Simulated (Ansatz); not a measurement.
Gas-phase electronic energies from Ansatz, PBE0-D4/def2-TZVP geometries. CBS: MP2 limit from def2 TZ/QZ plus the TZ coupled-cluster correction, frozen cores. This one scheme is used for every species. For Ga outer-core shells are correlated without core-valence functions, which leaves a few kJ/mol of doubt a bond. Scalar relativity is left out up to krypton. Each species was taken in one conformer, which may not be the lowest.

Reaction (ligand exchange at the Si–S bond): `[SiH3][S][AlH][SH]` + `[OH][GaH][F]` → `[F][GaH][O][SiH3]` + `[SH][AlH][SH]`

```
             species  CCSD/def2-TZVPP energy (Eh)
`[SiH3][S][AlH][SH]`                  -1329.60247
      `[OH][GaH][F]`                  -2099.58810
 `[F][GaH][O][SiH3]`                  -2389.87817
     `[SH][AlH][SH]`                  -1039.33180
```

Problem. Work out ΔE.

Solution. ΔE = (-2389.87817) + (-1039.33180) − (-1329.60247) − (-2099.58810) = -0.01940 Eh = -12.2 kcal/mol. CCSD(T)/CBS gives -9.9 kcal/mol.

Largest T1 diagnostic among the species: 0.015.

From PBE to PBE0 (25 % exact exchange), in def2-TZVPP and without D4, ΔE moves by −1.2 kcal/mol. At CCSD(T), def2-SVP lies −1.6 kcal/mol from the extrapolated value and def2-TZVPP −1.1 kcal/mol.
